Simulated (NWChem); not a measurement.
# Correlation energy of PbS

```xyz
2

Pb     0.0000     0.0000     0.3822
S      0.0000     0.0000    -1.9586
```
Charge 0, spin multiplicity 1.

The numbers come from NWChem runs, not from measurements. Structure: optimised with PBE/def2-SVP with def2 effective core potentials on Pb, a minimum by its harmonic frequencies.

Basis set: def2-SVP. Each correlation energy counts from its own Hartree-Fock reference.

Effective core potentials replace the inner electrons of Pb; spin-orbit coupling is left out. The correlated methods keep 9 core orbitals frozen. The structure started from a generated list of species. Coupled-cluster values serve here as a point of comparison, not as the truth.

Order these methods by the correlation energy they give, lowest first: MP2, SCS-MP2, CR-CCSD[T], CR-CCSD(T), CCSD.

CR-CCSD[T] (-247.3 mHa), CR-CCSD(T) (-245.2 mHa), CCSD (-233.9 mHa), MP2 (-219.2 mHa), SCS-MP2 (-210.2 mHa)
